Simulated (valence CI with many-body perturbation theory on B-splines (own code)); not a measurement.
## E1 line list for Te⁴⁶⁺

Computed by configuration interaction combined with many-body perturbation theory (CI+MBPT): four valence electrons over a frozen Dirac-Fock core [He], a basis of 11 s, 11 p, 10 d, 8 f, 5 g, 2 h functions for each j, with the one-electron correlation potential Σ1, the two-electron term Σ2, the three-electron term Σ3, Breit, model QED; selected CI, second order for the rest, scaled by the run's own slope (own B-spline code, finite nucleus).

The last digits are not significant, and no measured levels were compared; by estimate large intervals hold to a few tenths of a per cent, small ones and those within an open d or f shell to about a per cent. Among the levels kept, up to 840 cm⁻¹ of a level comes from second order outside the variational space, and about a tenth of that is noise between levels of different J, which matters for small intervals.

Lines 151 to 200 of 546 in falling wavelength, among levels below 425.63 Ry, chosen from the strongest by gf and those to the six lowest levels. Wavelengths and rates use the calculated energies. Electric multipoles are in the length gauge, E1 and E2 with the static RPA response of the core. Weak lines are less certain than strong ones. Lines between different terms over intervals too small for the method are left out, as are lines whose strength nearly cancels. Where a level lies close to another of its J and parity, the split of strength between their lines is uncertain. The highest levels of a list are the least certain.

Levels are named by their leading jj configuration (3d3/2^4 stands for four electrons in 3d with j = 3/2), which in mixed levels can hold well under half, so a name can repeat and another be missing. Letters in brackets count levels of one name in rising energy.

| λ vac (Å) | Upper | Lower | A (s⁻¹) | S (a.u.) with core polarisation | S without |
| --- | --- | --- | --- | --- | --- |
| 26.99 | (2s 2p1/2 2p3/2^2) J=3 | (2s^2 2p1/2 2p3/2) J=2 | 1.21e+11 | 8.22e-03 | 8.24e-03 |
| 26.98 | (2p1/2 2p3/2^2 3p3/2) J=4 | (2s 2p1/2 2p3/2 3p3/2) J=3 [c] | 3.20e+11 | 2.79e-02 | 2.80e-02 |
| 26.95 | (2p1/2 2p3/2^2 3p1/2) J=2 [b] | (2s 2p1/2 2p3/2 3p1/2) J=1 [c] | 3.04e+11 | 1.47e-02 | 1.47e-02 |
| 26.79 | (2p1/2 2p3/2^2 3d3/2) J=4 | (2s 2p1/2 2p3/2 3d3/2) J=3 [c] | 2.20e+11 | 1.88e-02 | 1.89e-02 |
| 26.49 | (2p1/2 2p3/2^2 3s) J=3 | (2s 2p1/2 2p3/2 3s) J=2 [c] | 2.70e+11 | 1.73e-02 | 1.74e-02 |
| 26.23 | (2s 2p3/2^2 3d3/2) J=3 [b] | (2s 2p1/2 2p3/2 3p1/2) J=2 [c] | 1.71e+11 | 1.07e-02 | 1.07e-02 |
| 26.18 | (2p1/2 2p3/2^2 3p3/2) J=2 [b] | (2s 2p1/2 2p3/2 3p3/2) J=1 [d] | 2.99e+11 | 1.32e-02 | 1.33e-02 |
| 26.12 | (2p1/2 2p3/2^2 3s) J=2 [b] | (2s 2p1/2 2p3/2 3s) J=1 [b] | 2.60e+11 | 1.15e-02 | 1.15e-02 |
| 26.10 | (2p1/2 2p3/2^3) J=1 | (2s 2p1/2 2p3/2^2) J=1 [b] | 3.28e+11 | 8.65e-03 | 8.66e-03 |
| 25.86 | (2s 2p1/2 2p3/2 3d5/2) J=2 [b] | (2s^2 2p1/2 3d3/2) J=2 | 1.88e+11 | 8.01e-03 | 8.03e-03 |
| 25.62 | (2s 2p3/2^2 3d5/2) J=4 [b] | (2s^2 2p3/2 3d5/2) J=3 | 1.66e+11 | 1.24e-02 | 1.25e-02 |
| 25.62 | (2s 2p3/2^3) J=2 | (2s^2 2p3/2^2) J=2 | 4.98e+11 | 2.07e-02 | 2.07e-02 |
| 25.50 | (2s 2p1/2 2p3/2 3d5/2) J=3 [c] | (2s^2 2p1/2 3d5/2) J=2 | 4.81e+11 | 2.75e-02 | 2.76e-02 |
| 25.48 | (2s 2p1/2 2p3/2 3d5/2) J=4 [c] | (2s^2 2p1/2 3d5/2) J=3 | 4.23e+11 | 3.11e-02 | 3.12e-02 |
| 25.37 | (2s 2p1/2 2p3/2 3p3/2) J=3 [c] | (2s^2 2p1/2 3p3/2) J=2 | 4.81e+11 | 2.71e-02 | 2.72e-02 |
| 25.36 | (2p1/2 2p3/2^3) J=1 | (2s 2p1/2 2p3/2^2) J=1 [a] | 4.37e+11 | 1.05e-02 | 1.06e-02 |
| 25.32 | (2p1/2^2 2p3/2^2) J=2 | (2s 2p1/2^2 2p3/2) J=1 | 3.64e+11 | 1.46e-02 | 1.46e-02 |
| 25.31 | (2s 2p3/2^2 3d5/2) J=2 [b] | (2s^2 2p3/2 3d5/2) J=1 | 2.13e+11 | 8.52e-03 | 8.54e-03 |
| 25.30 | (2s 2p3/2^2 3p3/2) J=2 [c] | (2s^2 2p3/2 3p3/2) J=2 | 2.28e+11 | 9.10e-03 | 9.12e-03 |
| 25.23 | (2s 2p3/2^2 3d5/2) J=3 [c] | (2s^2 2p3/2 3d5/2) J=3 | 4.18e+11 | 2.32e-02 | 2.33e-02 |
| 25.20 | (2p1/2^2 2p3/2 3d5/2) J=2 | (2s 2p1/2^2 3d5/2) J=2 | 2.39e+11 | 9.45e-03 | 9.47e-03 |
| 25.13 | (2p3/2^4) J=0 | (2s 2p3/2^3) J=1 | 1.89e+12 | 1.48e-02 | 1.48e-02 |
| 25.10 | (2s 2p1/2 2p3/2 3d3/2) J=3 [c] | (2s^2 2p1/2 3d3/2) J=2 | 4.17e+11 | 2.28e-02 | 2.28e-02 |
| 25.09 | (2s 2p1/2 2p3/2 3p3/2) J=2 [c] | (2s^2 2p1/2 3p3/2) J=1 | 4.63e+11 | 1.80e-02 | 1.81e-02 |
| 25.07 | (2p1/2 2p3/2^3) J=2 | (2s 2p1/2 2p3/2^2) J=2 [b] | 7.94e+11 | 3.09e-02 | 3.09e-02 |
| 25.06 | (2p1/2 2p3/2^2 3p3/2) J=3 [b] | (2s 2p1/2 2p3/2 3p3/2) J=3 [b] | 2.90e+11 | 1.58e-02 | 1.58e-02 |
| 25.03 | (2s 2p1/2 2p3/2 3p1/2) J=1 [b] | (2s^2 2p1/2 3p1/2) J=1 | 5.23e+11 | 1.21e-02 | 1.22e-02 |
| 25.02 | (2p1/2 2p3/2^2 3p3/2) J=2 [c] | (2s 2p1/2 2p3/2 3p3/2) J=2 [d] | 4.16e+11 | 1.61e-02 | 1.61e-02 |
| 25.00 | (2s 2p1/2 2p3/2 3p1/2) J=2 [c] | (2s^2 2p1/2 3p1/2) J=1 | 5.13e+11 | 1.98e-02 | 1.98e-02 |
| 24.98 | (2s 2p1/2 2p3/2 3d5/2) J=3 [d] | (2s^2 2p1/2 3d5/2) J=3 | 5.48e+11 | 2.95e-02 | 2.95e-02 |
| 24.97 | (2s 2p3/2^2 3p3/2) J=2 [b] | (2s 2p1/2 2p3/2 3s) J=3 | 3.55e+11 | 1.36e-02 | 1.37e-02 |
| 24.96 | (2s 2p1/2 2p3/2 3p1/2) J=1 [c] | (2s^2 2p1/2 3p1/2) J=0 | 5.62e+11 | 1.29e-02 | 1.30e-02 |
| 24.94 | (2s 2p1/2 2p3/2 3d5/2) J=2 [c] | (2s^2 2p1/2 3d5/2) J=2 | 3.45e+11 | 1.32e-02 | 1.32e-02 |
| 24.94 | (2s 2p1/2 2p3/2 3d3/2) J=2 [d] | (2s^2 2p1/2 3d3/2) J=1 | 3.92e+11 | 1.50e-02 | 1.50e-02 |
| 24.93 | (2s 2p1/2 2p3/2 3s) J=1 [b] | (2s^2 2p1/2 3s) J=0 | 3.65e+11 | 8.38e-03 | 8.39e-03 |
| 24.89 | (2s 2p1/2 2p3/2 3p3/2) J=2 [d] | (2s^2 2p1/2 3p3/2) J=2 | 5.79e+11 | 2.20e-02 | 2.21e-02 |
| 24.88 | (2p1/2^2 2p3/2 3d5/2) J=4 | (2s 2p1/2^2 3d5/2) J=3 | 3.02e+11 | 2.07e-02 | 2.07e-02 |
| 24.88 | (2p1/2^2 2p3/2 3p3/2) J=3 | (2s 2p1/2^2 3p3/2) J=2 | 3.47e+11 | 1.85e-02 | 1.85e-02 |
| 24.88 | (2s 2p1/2 2p3/2 3s) J=1 [c] | (2s^2 2p1/2 3s) J=1 | 4.64e+11 | 1.06e-02 | 1.06e-02 |
| 24.84 | (2s 2p1/2 2p3/2 3d5/2) J=2 [d] | (2s^2 2p1/2 3d5/2) J=3 | 6.62e+11 | 2.50e-02 | 2.51e-02 |
| 24.81 | (2s 2p1/2 2p3/2 3d5/2) J=1 [c] | (2s^2 2p1/2 3d5/2) J=2 | 5.12e+11 | 1.16e-02 | 1.16e-02 |
| 24.79 | (2p1/2^2 2p3/2 3p1/2) J=2 | (2s^2 2p1/2 3d5/2) J=2 | 2.05e+11 | 7.71e-03 | 7.72e-03 |
| 24.79 | (2s 2p1/2 2p3/2 3s) J=2 [c] | (2s^2 2p1/2 3s) J=1 | 4.99e+11 | 1.87e-02 | 1.88e-02 |
| 24.78 | (2p1/2^2 2p3/2 3d3/2) J=2 | (2s 2p1/2^2 3d3/2) J=2 | 1.84e+11 | 6.91e-03 | 6.93e-03 |
| 24.76 | (2s 2p1/2 2p3/2 3d3/2) J=1 [c] | (2s^2 2p1/2 3d3/2) J=2 | 6.90e+11 | 1.55e-02 | 1.55e-02 |
| 24.74 | (2s 2p1/2 2p3/2 3d3/2) J=2 [c] | (2s^2 2p1/2 3d3/2) J=2 | 4.03e+11 | 1.51e-02 | 1.51e-02 |
| 24.72 | (2p1/2 2p3/2^2 3p1/2) J=1 [b] | (2s 2p1/2 2p3/2 3p1/2) J=2 [c] | 5.57e+11 | 1.25e-02 | 1.25e-02 |
| 24.70 | (2p1/2 2p3/2^2 3s) J=2 [b] | (2s^2 2p3/2 3p3/2) J=2 | 2.45e+11 | 9.11e-03 | 9.12e-03 |
| 24.69 | (2s 2p3/2^2 3d3/2) J=1 [b] | (2s^2 2p3/2 3d3/2) J=2 | 6.20e+11 | 1.38e-02 | 1.38e-02 |
| 24.67 | (2s 2p1/2 2p3/2 3d3/2) J=1 [d] | (2s^2 2p1/2 3d3/2) J=1 | 3.03e+11 | 6.74e-03 | 6.75e-03 |
